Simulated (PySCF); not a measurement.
C₃H₁₂OSi₂, SMILES C[SiH2]OC[SiH2]C.

The structure is a stationary point at B3LYP-D3(BJ)/def2-SVP. The values are those of a single conformer.

Two levels are set side by side: TDA-PBE/def2-SVPD (PySCF) and TDA-CAM-B3LYP/def2-SVPD (PySCF). Vertical, same geometry. The lowest singlet is HOMO→LUMO 98 % with PBE and HOMO→LUMO 35 %, HOMO→LUMO+1 22 %, HOMO→LUMO+2 11 %, HOMO→LUMO+3 9 % with the other functional; states are paired by order. Differences are taken from unrounded values.

```
quantity                              TDA-CAM-B3LYP  TDA-PBE  TDA-PBE minus TDA-CAM-B3LYP
------------------------------------  -------------  -------  ---------------------------
lowest singlet excitation (eV)                 7.34     6.20                        -1.15
lowest triplet excitation (TDA) (eV)           7.02     5.98                        -1.04
```

A lower first singlet is the usual sign of a functional without exact exchange. Differences between two approximate levels are no errors against the true value.

Rough cost on one machine, each run with all the roots and properties that it gave: TDA-CAM-B3LYP against TDA-PBE about 6 times.
